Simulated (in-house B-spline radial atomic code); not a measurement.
## One electron outside the [Xe] 4f14 core: Lu2+

Computed with an all-electron radial atomic-structure program (B-spline basis), no-pair Dirac-Coulomb Hamiltonian, finite nucleus. Rungs: frozen-core Dirac-Hartree-Fock (DHF); Brueckner orbitals from the second-order correlation potential; the same with the Coulomb interaction screened by the core and the hole-particle interaction summed; Breit and QED terms from differences of relaxed Dirac-Fock atoms, where computed. Partial waves beyond l = 6 are extrapolated. The tables show a selection of states; those near core-excited levels, with erratic corrections or far from their DHF start are never shown.

The lowest nd levels tend to come out too strongly bound in this method, by some 0.05 to 0.2 eV for each d electron where measurements exist, which shifts their lines and rates.

Command:
```bash
python run_mb.py task.json out
```
Settings (nuclear radius in fm, box in bohr, cutoff in hartree):
```
basis_form          2
Z                   71
core_configuration  [Xe] 4f14
rms_radius          5.37
mass_number         175
speed_of_light      137.036
box_radius          92.463
lmax                6
intervals           69
virtual_cutoff      10082.0
```

Run time, properties included: 3.7 min on 1 thread of AMD EPYC 9R45 96-Core Processor, with other jobs on the host.

Removal energies (cm⁻¹):

```tsv
state	DHF	second order	screened	Breit + QED	final
6s1/2	160749	171312	168352	-208	168145
5d3/2	152865	165323	163650	49.9	163700
5d5/2	150817	?	?	?	?
6p1/2	125045	131679	130040	-121	129919
6p3/2	119552	125100	123722	-65.6	123656
7s1/2	79913	82927	82079	-71.2	82008
6d3/2	74377	77052	76521	-1.86	76519
6d5/2	73678	?	?	?	?
```

Q: What does correlation do to 5d5/2?

A: It adds 11200 cm⁻¹ to the removal energy in second order and 9963 cm⁻¹ with screening; Breit and QED add 88.2 cm⁻¹, for a final 160869 cm⁻¹.

Q: What does correlation do to 6d5/2?

A: It adds 2544 cm⁻¹ to the removal energy in second order and 2051 cm⁻¹ with screening; Breit and QED add 9.55 cm⁻¹, for a final 75739 cm⁻¹.

Q: How does the lowest state compare with the NIST ionisation energy?

A: 6s1/2 is bound by 20.847 eV, without recoil; NIST lists 20.9594 ± 0.0012 eV (measured), a difference of -0.11 eV.

Electric-dipole lines from 6s1/2 (reduced matrix elements in atomic units, length form, static core polarisation, sign of DHF taken positive):

```
upper    DHF  + core polarisation  + Brueckner  λ (nm)   A (s⁻¹)
6p1/2  2.728                 2.43        2.335   261.6  3.08e+08
6p3/2  3.824                3.431        3.296  224.78  4.84e+08
```

Magnetic hyperfine constants per unit nuclear g factor (MHz, nucleus as a uniformly magnetised ball; they apply to isotopes with nuclear spin):

```tsv
state	DHF	+ core polarisation	+ Brueckner
6s1/2	16100	18330	20420
6p1/2	3138	3611	4244
6p3/2	363.5	541	626.5
7s1/2	5412	6128	6427
```

Q: What is the static scalar polarisability of 6s1/2?

A: 32.35 bohr³: 4.265 from the core and 28.09 from the valence electron, Pauli blocking included.
